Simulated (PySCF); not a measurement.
H4MgN2, SMILES [NH2][Mg][NH2].

The structure is a stationary point at B3LYP-D3(BJ)/def2-TZVP. Other conformers were not sampled.

The numbers are results of TDA-PBE0/def2-SVPD in PySCF, not measurements.

Vertical excitations; the highest root listed may be one member of a degenerate set.  State labels are in the subgroup D2.

List the lowest excited states. (The exact figures need the calculation; the answer reports its results.)


| state | symmetry | energy (eV) | λ (nm) | f | main pairs |
|---|---|---|---|---|---|
| S1 | B2 | 4.22 | 293 | 0.067 | HOMO−1→LUMO (degenerate set) |
| S2 | B3 | 4.22 | 293 | 0.067 | HOMO→LUMO (degenerate set) |
| S3 | A | 5.41 | 229 | 0.000 | HOMO−1→LUMO+1 48 %, HOMO→LUMO+2 48 % |
| S4 | B1 | 5.43 | 228 | 0.000 | HOMO→LUMO+1 48 %, HOMO−1→LUMO+2 48 % |
| S5 | B3 | 5.73 | 216 | 0.018 | HOMO−1→LUMO+3 (degenerate set) |
| S6 | B2 | 5.73 | 216 | 0.018 | HOMO→LUMO+3 (degenerate set) |
| S7 | A | 5.81 | 213 | 0.000 | HOMO→LUMO+2 49 %, HOMO−1→LUMO+1 49 % |
| S8 | B1 | 5.86 | 211 | 0.059 | HOMO−1→LUMO+2 47 %, HOMO→LUMO+1 47 % |
| S9 | A | 7.02 | 177 | 0.000 | HOMO−1→LUMO+4 47 %, HOMO→LUMO+5 47 % |
| S10 | B1 | 7.04 | 176 | 0.000 | HOMO→LUMO+4 47 %, HOMO−1→LUMO+5 47 % |
| T1 | B2 | 3.87 | 320 | 0 | HOMO−1→LUMO (degenerate set) |
| T2 | B3 | 3.87 | 320 | 0 | HOMO→LUMO (degenerate set) |
| T3 | A | 5.07 | 245 | 0 | HOMO−1→LUMO+1 46 %, HOMO→LUMO+2 46 % |
| T4 | B1 | 5.10 | 243 | 0 | HOMO→LUMO+1 46 %, HOMO−1→LUMO+2 46 % |
Triplets are in the Tamm–Dancoff approximation.
